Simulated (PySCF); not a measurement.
A calculated (UHF, PySCF 2.14, Sapporo-DZP-2012, scalar relativity by spin-free X2C-1e) atom or ion has these occupied shells.

| shell | electrons | orbital energy (eV) | rms radius, mean of both spins (bohr) |
| --- | --- | --- | --- |
| 1s α | 1 | -426.51 | 0.265 |
| 1s β | 1 | -424.11 | 0.265 |
| 2s α | 1 | -31.545 | 1.47 |
| 2s β | 1 | -19.731 | 1.47 |
| 2p α | 3 | -15.360 | 1.57 |

(1) Name the element and its charge.

Results:

(1) N (nitrogen, neutral), in [He] 2s2 2p3, high-spin 4S determinant.
